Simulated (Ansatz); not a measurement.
Reactions of C₃H₇FO, SMILES `CC(C)(O)F`.

Gas-phase electronic energies from Ansatz, PBE0-D4/def2-TZVP geometries. CBS: MP2 limit from def2 TZ/QZ plus the TZ coupled-cluster correction, frozen cores. This one scheme is used for every species. For Br outer-core shells are correlated without core-valence functions, which leaves a few kJ/mol of doubt a bond. Scalar relativity is left out up to krypton. One conformer a species, not always the lowest.

```
                                                       reaction  CCSD/CBS(def2) (kcal/mol)  CCSD(T)/CBS(def2) (kcal/mol)
                              `CC(C)(O)F` + H₂ → `CC(O)F` + CH₄                      -11.9                         -10.8
              `CC(C)(O)F` + `[SiH3]Br` → `C[SiH2]Br` + `CC(O)F`                       -6.8                          -6.7
                  `CC(C)(O)F` + `NB(F)S` → `CSB(N)F` + `CC(O)F`                        8.0                           8.0
                        `CC(C)(O)F` + `OBF` → `COBF` + `CC(O)F`                       18.2                          18.6
                          `CC(C)(O)F` + H₂S → `CC(C)(F)S` + H₂O                        4.2                           3.4
`CC(C)(O)F` + `O[SiH](O)[SiH3]` → `CO[SiH](O)[SiH3]` + `CC(O)F`                       18.2                          18.5
```

Largest T1 diagnostic: 0.013, for `OBF`.
